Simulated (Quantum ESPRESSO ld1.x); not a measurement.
Results of a calculation; reference values are marked as such.
Question: These are the eigenvalues of the occupied orbitals of an atom or ion with whole-number occupations (Ry). Code: ld1.x of Quantum ESPRESSO 7.5. Model: non-relativistic Kohn-Sham, LDA (Slater exchange, Perdew-Zunger correlation), spin-polarised, spherical densities, point nucleus.

orbital  eigenvalue
1s up      -1024.24
1s down    -1024.23
2s up      -136.774
2s down    -136.763
2p up      -124.250
2p down    -124.234
3s up      -22.7808
3s down    -22.7589
3p up      -18.3237
3p down    -18.2991
3d up      -10.2924
3d down    -10.2631
4s up      -5.35294
4s down    -5.18629
4p up      -4.22675

Which element is it, and in what charge state? The configuration may be excited. Open shells, if any, are filled with parallel spins first.

Answer: Z = 36, krypton, charge +4: Kr4+ in [Ar] 3d10 4s2 4p2. The list shows which subshells hold electrons but not how many an open one holds; the 1s level, -512.12 hartree, gives Z - s = 32.0 by -(Z - s)^2/2, which with screening narrows Z to a few neighbours, and the depths of the outer levels then fix element, charge and occupations together.
